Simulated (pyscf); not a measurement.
**H₂N–Mo(F)(F)(F)(F)–SH (SMILES [NH2][Mo]([F])([F])([F])([F])[SH]), singlet**

Gas-phase minimum from PySCF at ωB97X-D3(BJ)/def2-SVP, one conformer. 

```
Mo
F 1 1.8382
F 1 1.8401 2 91.24
F 1 1.8403 2 162.09 3 100.24
F 1 1.8480 2 90.65 3 -163.39
N 1 1.9219 2 81.29 5 -97.68
H 6 1.0199 1 123.58 2 178.72
H 6 1.0201 7 113.15 4 178.75
S 1 2.3612 2 99.75 8 -179.14
H 9 1.3477 1 97.70 2 -90.41
```
Charge 0, spin multiplicity 1.

Properties at ωB97X-D3(BJ)/def2-SVP:

```json
{
 "harmonic_wavenumbers_unscaled": "42, 80, 217, 217, 227, 262, 273, 298, 339, 398, 437, 570, 620, 664, 677, 681, 685, 735, 740, 768, 1502, 2767, 3553, 3675 cm⁻¹",
 "zero_point_energy": "29.2 kcal/mol",
 "rotational_symmetry_number": "1",
 "Entropy of this conformer at 298 K and 1 atm, rigid rotor and harmonic oscillator, modes under 100 cm⁻¹ raised to 100": "395.2 J/(mol K)",
 "dipole_moment": "2.82 D"
}
```

Single-point totals, which compare only within one level:

```tsv
level	total energy (hartree)
ωB97X-D3(BJ)/def2-TZVP	-922.78521
PBE/def2-TZVP	-922.18638
r²SCAN/def2-TZVP	-922.58310
B3LYP-D3(BJ)/def2-TZVP	-922.79190
PBE0-D3(BJ)/def2-TZVP	-922.13568
M06-2X/def2-TZVP	-922.38914
ωB97M-D3(BJ)/def2-TZVP	-922.78630
```

The lowest mode is so soft that the shape along it may change with the basis. Soft torsions are taken as harmonic, which can shift the entropy by several J/(mol K). Elements past Kr carry the def2 core potentials, without spin-orbit coupling.
